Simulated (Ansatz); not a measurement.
Basis-set series for CH3IIn (`[CH3][In][I]`) radical. The species carries charge 0 and has multiplicity 2. In, I takes the def2 core potential. The geometry is a stationary point of PBE0-D4/def2-TZVP.

```csv
functional,basis,functions,energy (Eh),HOMO (eV),LUMO (eV)
PBE0-D4,def2-TZVPP,173,-527.77378,-5.83,-3.25
PBE0-D4,def2-QZVPP,311,-527.77848,-5.84,-3.27
ωB97M-V,def2-TZVPP,173,-527.70598,-7.76,-1.71
ωB97M-V,def2-QZVPP,311,-527.71082,-7.77,-1.75
```

(1) Give the rows for def2-SVP. (An estimate is asked.)

Results:

(1) Ansatz gave: 
```tsv
functional	basis	functions	energy (Eh)	HOMO (eV)	LUMO (eV)
PBE0-D4	def2-SVP	81	-527.71211	-5.78	-3.20
ωB97M-V	def2-SVP	81	-527.64010	-7.70	-1.63
```

HOMO and LUMO are taken over both spins.
